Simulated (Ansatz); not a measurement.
Q: Name a neutral molecule of Al, O, Si and H with HOMO–LUMO gap (PBE/def2-TZVPP) between 4.80 and 5.10 eV and LUMO energy (ωB97M-V/def2-TZVPP) between 0.80 and 1.10 eV (Ansatz, PBE0-D4/def2-TZVP geometry).

A: `O[SiH2][Al]([OH])[OH]` (5.07 eV, 0.98 eV). Other molecules can fit too; these were computed, each in one conformer that needn't be the lowest.
